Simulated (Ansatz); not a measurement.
CH$_{3}$S (SMILES [CH2]S), doublet, at a GFN2-xTB geometry; PBE0/aug-cc-pVDZ (Ansatz, a first-principles code).

Ansatz was given this input:
Ansatz 0.2 input:
```yaml
crystal:
  periodic: [false, false, false]
  atoms:
    - {symbol: C, position_ang: [0.08133729, 1.12203680, -0.12550724]}
    - {symbol: S, position_ang: [-0.07291609, -0.56203814, 0.13309778]}
    - {symbol: H, position_ang: [0.80181200, -0.95782336, -0.79481219]}
    - {symbol: H, position_ang: [-0.53276719, 1.73924269, 0.49787221]}
    - {symbol: H, position_ang: [0.40958879, 1.47897019, -1.07958105]}
basis:
  gaussian:
    orbitals: aug-cc-pVDZ
    point_charges:
      - {charge: 1.0, position_ang: [2.6308, -0.4129, 3.6377]}
hamiltonian:
  xc: pbe0
magnetization: {spin_polarized: true, initial_magnetization: 1}
```

Problem. Predict the main parts of the log of this Ansatz run.

Solution. 
```
Functional definition: PBE0
795 factors; their error is unknown
mean field evaluation 1: about -11909.1104 eV, gradient 3.3e1 eV
mean field evaluation 2: about -11893.0689 eV, gradient 5.1e1 eV
mean field evaluation 4: about -11914.7868 eV, gradient 2.3e0 eV
mean field evaluation 8: about -11914.9290 eV, gradient 1.3e-1 eV
mean field evaluation 16: about -11914.9291 eV, gradient 1.8e-5 eV
mean field -11914.92912864 eV, -437.8655692484 hartree, gradient 1.8e-5 eV, S^2 0.755826; 0 other end points of the search recorded, 0 dependent functions left out
reference -11914.92917969 eV, -437.8655711245 hartree; 13, 12 occupied and 64, 65 virtual orbitals, 795 factors
Total energy: -11914.92917969 eV, -437.8655711245 hartree
```
